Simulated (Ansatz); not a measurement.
Geometry optimisation, Ansatz, RKS PBE/6-31G*.

input.yaml

```yaml
crystal:
  periodic: [false, false, false]
  atoms:
    - { symbol: Al, position_ang: [-0.025892, 0.821779, 0.238402] }
    - { symbol: F, position_ang: [1.358473, 0.473171, 1.237907] }
    - { symbol: C, position_ang: [-0.012437, 0.408783, -1.66534] }
    - { symbol: O, position_ang: [-1.293197, 1.741801, 0.952177] }
    - { symbol: H, position_ang: [0.803933, -1.598314, 1.617649] }
    - { symbol: O, position_ang: [0.051619, -2.144276, 1.316906] }
    - { symbol: H, position_ang: [0.75698, -0.339585, -1.91891] }
    - { symbol: H, position_ang: [0.184893, 1.31233, -2.267448] }
    - { symbol: H, position_ang: [-0.996603, 0.014562, -1.96987] }
    - { symbol: H, position_ang: [-1.248777, 1.941944, 1.904469] }
    - { symbol: H, position_ang: [0.421008, -2.632295, 0.554058] }
basis:
  gaussian: { orbitals: "6-31G*" }
hamiltonian:
  xc: pbe
relax:
  f_tol: 0.03
  max_steps: 50
```

Run as:

```bash
$ ansatz run input.yaml --threads 2 --pin off --max-ram 3072MiB --backend cpu --events-out ev --progress --plain --runs-dir out
```

Task: Where does it end, and by what steps?

Result: The run converged. After 8 steps the energy has fallen by 0.616 eV; O6 moved furthest, 0.74 Å. Joined: Al1–O6 (3.16 → 2.06 Å).

```tsv
step	energy less start (eV)	largest force component (eV/Å)	accepted
0	0.0000	0.920	yes
1	-0.1222	0.796	yes
2	-0.2858	1.046	yes
3	-0.4831	0.493	yes
4	-0.5791	0.533	yes
5	-0.6007	0.444	yes
6	-0.6118	0.216	yes
7	-0.6147	0.101	yes
8	-0.6157	0.021	yes
```

```xyz
11
Properties=species:S:1:pos:R:3
Al 0.015 0.482 0.370
F 1.508 0.523 1.221
C 0.037 0.228 -1.577
O -1.296 1.387 1.054
H 0.856 -1.329 1.474
O -0.049 -1.450 1.089
H 0.798 -0.496 -1.921
H 0.258 1.182 -2.089
H -0.945 -0.111 -1.953
H -1.231 1.671 1.983
H 0.050 -2.088 0.350
```

Whether the end is a true minimum wasn't checked by a vibrational analysis.

Time of the run: 14 s on 2 threads of AMD EPYC 7R43 64-Core Processor (Zen 3), on a shared host, peak memory 0.16 GiB.
